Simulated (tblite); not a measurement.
C2H2F3O3S (doublet state).
Atom-mapped SMILES: `[O:1][CH2:2][S:3](=[O:4])(=[O:5])[C:6]([F:7])([F:8])[F:9]` (hydrogens: H10, H11 on C2)

Geometry (GFN2-xTB, Å), atoms numbered from 1 in this order:
```
atom  x, y, z in Å
O1    -1.193   -1.381   -0.646
C2    -1.450   -0.203   -0.885
S3    -0.138    0.774    0.450
O4     0.345    1.989   -0.133
O5    -0.609    0.796    1.797
C6     1.357   -0.455    0.417
F7     2.357    0.176    1.004
F8     1.661   -0.706   -0.841
F9     1.077   -1.560    1.063
H10   -2.354    0.278   -0.468
H11   -1.048    0.297   -1.784
```

Computed values, GFN2-xTB/tblite, gas phase, harmonic and unscaled. Errors from tens to a few hundred cm⁻¹ against measured bands are possible. One conformer, not necessarily the lowest. Open shells enter through the occupations alone, without spin polarisation, and single modes of such species can be off by tens of per cent.

Harmonic wavenumbers (cm⁻¹): 42.1, 48.7, 75.7, 116.0, 122.1, 159.2, 188.2, 268.4, 282.1, 321.3, 450.8, 466.5, 471.0, 501.0, 512.4, 650.3, 1017.3, 1040.9, 1133.1, 1157.8, 1169.4, 1185.2, 1266.8, 1435.1, 1556.8, 2765.2, 2804.0.

A = 1757, B = 1435, C = 1132 MHz; mass 162.968 u (most abundant isotopes); point group C1, symmetry number 1; spin multiplicity 2.

Problem. What is the zero-point energy?

Solution. ½Σν̃ = 10604 cm⁻¹ = 30.32 kcal/mol.

Problem. What is S at 350 K and 1 bar for an ideal gas of classical rigid rotors and harmonic oscillators?

Solution. Translation 42.00, rotation 29.59, vibration 38.53, spin (R ln 2) 1.38: S = 111.5 cal/(mol K).

Problem. And Cp and H(350 K) − H(0)?

Solution. Cp = 38.52 cal/(mol K), of which vibrations give 30.57 (their classical limit is 27 R = 53.7); H(350 K) − H(0) = 9.24 kcal/mol without the zero-point energy, 6.46 from vibrations.

Problem. How do the functions run with temperature in this model?

Solution. 
```tsv
T (K)	S (cal/(mol K))	Cp (cal/(mol K))	H − H(0) (kcal/mol)	G − H(0) (kcal/mol)	ln q(vib)
50	62.3	15.2	0.55	-2.56	0.84
100	74.8	21.3	1.47	-6.01	2.51
298.15	105.5	35.9	7.31	-24.15	8.69
373.15	114.0	39.6	10.15	-32.39	10.71
500	126.3	44.6	15.50	-47.66	13.82
750	145.7	50.7	27.49	-81.77	19.10
1000	160.8	54.2	40.65	-120.14	23.54
```

q(vib) and H(0) count from the zero-point level.

Problem. Which modes carry the vibrational entropy at 350 K?

Solution. 42.1 cm⁻¹: 5.48; 48.7 cm⁻¹: 5.19; 75.7 cm⁻¹: 4.31; 116.0 cm⁻¹: 3.48; 122.1 cm⁻¹: 3.38; 159.2 cm⁻¹: 2.86 cal/(mol K); the other 21 give 13.83 together.

Problem. Blend soft modes into free rotors: weight 1/[1 + (100 cm⁻¹/ν̃)⁴] for the oscillator and the rest for a rotor with moment μB/(μ + B), μ = h/(8π²ν), B = 10⁻⁴⁴ kg m². What vibrational entropy results?

Solution. 34.39 cal/(mol K) in place of 38.53, which changes −T·S at 350 K by +1.45 kcal/mol.

Hindered rotation and anharmonicity are outside this model. Other conformers, if any are populated, would add a mixing term that is left out. The structure is chiral; the term R ln 2 for an equal mix with its mirror image is left out.
